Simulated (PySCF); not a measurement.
# Functional benchmark on one molecule

Molecule: 4-amino-1-fluorobenzene, C6H6FN.

Molfile (atoms numbered from 1):
```
C6H6FN
     RDKit          3D

 14 14  0  0  0  0  0  0  0  0999 V2000
    2.4299   -0.0533    0.1095 N   0  0  0  0  0  0  0  0  0  0  0  0
    1.0551    0.0874    0.0379 C   0  0  0  0  0  0  0  0  0  0  0  0
    0.4453    1.3406    0.2174 C   0  0  0  0  0  0  0  0  0  0  0  0
   -0.9393    1.4765    0.1950 C   0  0  0  0  0  0  0  0  0  0  0  0
   -1.7344    0.3563   -0.0075 C   0  0  0  0  0  0  0  0  0  0  0  0
   -3.0656    0.4848   -0.0334 F   0  0  0  0  0  0  0  0  0  0  0  0
   -1.1614   -0.8957   -0.1865 C   0  0  0  0  0  0  0  0  0  0  0  0
    0.2235   -1.0272   -0.1635 C   0  0  0  0  0  0  0  0  0  0  0  0
    2.9714    0.7813   -0.0726 H   0  0  0  0  0  0  0  0  0  0  0  0
    2.8155   -0.8739   -0.3385 H   0  0  0  0  0  0  0  0  0  0  0  0
    1.0689    2.2235    0.3808 H   0  0  0  0  0  0  0  0  0  0  0  0
   -1.4121    2.4507    0.3329 H   0  0  0  0  0  0  0  0  0  0  0  0
   -1.8069   -1.7618   -0.3447 H   0  0  0  0  0  0  0  0  0  0  0  0
    0.6716   -2.0148   -0.3010 H   0  0  0  0  0  0  0  0  0  0  0  0
  1  2  1  0
  2  3  1  0
  3  4  2  0
  4  5  1  0
  5  6  1  0
  5  7  2  0
  7  8  1  0
  8  2  2  0
  1  9  1  0
  1 10  1  0
  3 11  1  0
  4 12  1  0
  7 13  1  0
  8 14  1  0
M  END
```

Geometry PBE0-D3(BJ)/def2-SVP throughout; GIAO in PySCF 2.14, gas phase, one conformer, non-relativistic; equivalent atoms averaged; basis pcSseg-1.

Reference values (measured; solution, CDCl3; Viesser, Ducati, Tormena, Autschbach, PCCP 2018 (ESI)): δ(C5) = 156.7 ppm. Computed shifts are taken against TMS, calculated as an isolated molecule at each level.

How do the functionals LDA, PBE, BLYP, BP86, OPBE, KT2, KT3, PBE0, BHandHLYP, wB97X-D perform against the reference? Times are CPU seconds on shared hosts with different chips, so compare them loosely; the GGAs took longer than the global hybrids here, which isn't the general rule, and the cause wasn't traced.

Results:


```csv
functional,kind,C5,abs. error C,core-s
LDA,LDA,167.3,10.6,24
PBE,GGA,161.5,4.8,29
BLYP,GGA,163.3,6.6,29
BP86,GGA,161.8,5.1,28
OPBE,GGA,153.7,3.0,40
KT2,GGA,153.9,2.8,31
KT3,GGA,151.5,5.2,30
PBE0,global hybrid,162.0,5.3,17
BHandHLYP,global hybrid,163.5,6.8,22
wB97X-D,range-separated hybrid,163.3,6.6,20
```

For 13C the closest is KT2 (2.8 ppm, with OPBE practically level) and the furthest LDA (10.6 ppm). One molecule is a small sample, and vibrational and solvent effects are absent from the calculation.
